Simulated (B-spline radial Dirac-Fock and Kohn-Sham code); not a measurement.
In the model described below, an L2 (2p1/2) vacancy in Ni¹⁴⁺, 1s2 2s2 2p6 3s2 3p2, lives for 12 fs, which corresponds to a natural width of 0.0570 eV. Out of 1000 such holes, about 6.8 decay by emitting a photon and the rest by ordinary Auger emission. The strongest X-ray line is Lη (L2-M1) at 857.6 eV, with 100 % of the radiative rate. The strongest electron group is L2-M1M2 near 364 eV, with 47 % of the non-radiative rate.

Input file task.json (cfg lists n, l and occupation; rrms is the nuclear radius in fm):

```json
{"items": [{
  "Z": 28,
  "q": 14,
  "cfg": [[1, 0, 2], [2, 0, 2], [2, 1, 6], [3, 0, 2], [3, 1, 2]],
  "A": 58,
  "rrms": 3.7757,
  "do": ["binding", "quiet", "decay"],
  "holes": ["K", "L1", "L2", "L3", "M1"]
}]}
```

Launch: `python xray_run.py task.json out`

Calculated with a radial finite-basis atomic code, using independent-particle radiative and Coulomb Auger rates from relativistic LDA hole-state orbitals, with Dirac-Fock energies.
